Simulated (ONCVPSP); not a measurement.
iodine: one change to an ONCV potential, before and after

```json
{
  "Element": "iodine",
  "Generator": "ONCVPSP 4.0.1",
  "Type": "optimised norm-conserving Vanderbilt (ONCV)",
  "Functional": "LDA (Perdew-Wang 92)",
  "Relativity": "scalar-relativistic",
  "Frozen core": "[Ar] 3d10",
  "Valence charge": "25",
  "Reference configuration": "4s2 4p6 4d10 5s2 5p5",
  "Partial waves": "4s+5s: rc 1.40 bohr, ncon 4, nbas 8, qcut 9.4 1/bohr, 2 projectors; 4p+5p: rc 1.55 bohr, ncon 4, nbas 7, qcut 8.2 1/bohr, 2 projectors; 4d: rc 1.05 bohr, ncon 3, nbas 7, qcut 13.2 1/bohr, 2 projectors, debl 3.1 Ha",
  "Local potential": "polynomial inside 0.75 bohr (lpopt 5, dvloc0 0 Ha)",
  "Core correction": "Teter function, fcfact 3.5, rcfact 1.4"
}
```

Change: s: qcut 5.3.

Cutoffs: the cutoffs (Ha) at which the residual kinetic energy of the hardest occupied pseudo-wave falls to 1 and 0.1 mHa per electron; they do not see the model core or the augmentation charge, which bear on the density cutoff. Errors are all-electron minus pseudo energies relative to the spin-unpolarised reference configuration.

Question: How do hardness, ghosts and transferability respond?

Answer: The potential gets harder (58 Ha and 68 Ha → 58 Ha and 111 Ha); of the 4 tests that both files solve, the error grows in 0 and shrinks in 1 by more than 15 % and 0.3 meV (median size 12.4 → 11.5 meV); the range in which the s phases agree narrows (upper end 2.2 → 1.1); neither file shows a bound ghost.

| quantity | base | changed |
| --- | --- | --- |
| cutoff, loose | 58 Ha | 58 Ha |
| cutoff, tight | 68 Ha | 111 Ha |
| loose cutoff by channel | s 32 Ha, p 27 Ha, d 58 Ha | s 36 Ha, p 27 Ha, d 58 Ha |
| bound ghosts | none | none |
| GHOST(+) flags under 300 eV | s at 65.3 eV | s at 39.8 eV |
| error for 4s2 4p6 4d10 5s2 5p4, meV [ΔE 11.30 eV] | -2.9 | -2.9 |
| error for 4s2 4p6 4d10 5s2 5p3, meV [ΔE 31.36 eV] | -8.3 | -7.9 |
| error for 4s2 4p6 4d10 5s2 5p2, meV [ΔE 60.97 eV] | -17 | -15 |
| error for 4s2 4p5 4d10 5s2 5p5, meV [ΔE 136.18 eV] | -110 | -92 |
| s: phases at 1.42 bohr within 0.05 rad from the reference energy up to (Ha; the scan ends near 5) | 2.2 | 1.1 |
| p: phases at 1.57 bohr within 0.05 rad from the reference energy up to (Ha; the scan ends near 5) | to the end of the scan | to the end of the scan |
| d: phases at 1.07 bohr within 0.05 rad from the reference energy up to (Ha; the scan ends near 5) | to the end of the scan | to the end of the scan |
| rms error of d²Exc/dni dnj with the model core, mHa | 0.62 | 0.86 |
